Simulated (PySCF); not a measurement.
C2H6N2Si2, SMILES C1=NC=N[SiH2][SiH2]1. Geometry optimised at r2SCAN-D4/def2-SVP. This is a generated structure with no PubChem entry under its InChIKey; it may be hypothetical.

The numbers are results of r2SCAN-D4/def2-SVP run with PySCF 2.14.0, not measurements.

Harmonic wavenumbers (cm⁻¹): 103, 220, 238, 353, 356, 422, 447, 548, 597, 634, 676, 708, 738, 765, 798, 881, 903, 922, 982, 1033, 1342, 1392, 1628, 1683, 2203, 2207, 2232, 2240, 3048, 3065. Rotational constants (GHz): 2.893, 2.830, 1.588; symmetry number 1.

Problem. Work out the zero-point energy and the ideal-gas rigid-rotor harmonic-oscillator thermochemistry at 298.15 K and 1 atm.

Solution. ZPE = ½ Σ hcν = ½ × 33364 cm⁻¹ = 47.70 kcal/mol. H − E(el) = 52.75 kcal/mol. Entropy in cal/(mol K): translation 40.12, rotation 27.60, vibration 14.54, total 82.26. G − E(el) = 28.22 kcal/mol. Cp = 28.94 cal/(mol K). Modes under 150 cm⁻¹ make the vibrational entropy uncertain.
